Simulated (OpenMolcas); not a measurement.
Pm2+.

```yaml
Program: OpenMolcas 26.06
Basis: ANO-RCC-VTZP [8s7p5d3f2g1h]
Scalar_Hamiltonian: DKH2, point nucleus
Active_space: 5 electrons in 7 orbitals (4f)
State_averaging: 2S+1 = 6 odd, 21 roots; 2S+1 = 4 odd, 224 roots (208 in the spin-orbit step); 2S+1 = 2 odd, 490 roots (385 in the spin-orbit step)
Spin-orbit_coupling: RASSI with atomic mean-field integrals over the reference wave functions, term energies averaged over their components
```

Two sets of levels on these reference wave functions, in cm⁻¹ above 4f⁵ ⁶H°_5/2: one from CASSCF and one from SS-CASPT2, IPEA 0.25 Eh, imaginary shift 0.1 Eh (closed shells correlated: 5s 5p).

```csv
Level,Set 1,Set 2
4f⁵ ⁶H°_5/2,0.0,0.0
4f⁵ ⁶H°_7/2,836,891
4f⁵ ⁶H°_9/2,1841,1935
4f⁵ ⁶H°_11/2,2980,3090
4f⁵ ⁶H°_13/2,4210,4310
4f⁵ ⁶H°_15/2,5520,5570
4f⁵ ⁶F°_1/2,7100,5920
4f⁵ ⁶F°_3/2,7330,6110
4f⁵ ⁶F°_5/2,7770,6510
4f⁵ ⁶F°_7/2,8490,7250
4f⁵ ⁶F°_9/2,9470,8290
4f⁵ ⁶F°_11/2,10660,9520
4f⁵ ⁴F°_3/2(1),19760,15040
4f⁵ ⁴G°_7/2(1) [57 %],21130,16340
4f⁵ ⁴I°_9/2(1),21330,17670
4f⁵ ⁴I°_11/2(1),21840,18330
```

Problem. Which set is which?

Solution. Set 2 is SS-CASPT2. Its levels of the other terms of 4f⁵ lie at 0.76 to 0.89 of the other set's values, as expected, since terms of lower spin or lower L gain more correlation energy than the Hund ground term.

Term energies are means over components that CASPT2 splits; among the terms shown or strongly mixed into the levels shown the widest spread is 380 cm-1 (4f⁵ ⁴K°(1), SS-CASPT2). High states are left out of the spin-orbit mixing, which shifts the levels that they would mix with. Without dynamic correlation excited terms often stand tens of per cent too high (terms of higher spin than the ground term too low), and those without a measured partner can miss by more than the paired ones (holds for CASSCF). The CASPT2 spread within a term exceeds the gap to the next term for 4f⁵ ⁴G°(1) and 4f⁵ ⁴I°(1), so the order of their levels is uncertain, and so are names and mixing where such terms share a J (holds for SS-CASPT2). Only configurations of the active space appear. Levels that lie high or do not pair safely by name in every column are left out.

A share in square brackets marks a mixed level and gives the weight of the term that names it, the lowest over the columns. A number in round brackets counts repeated terms of one configuration in the order of the reference energies. ° marks odd parity.
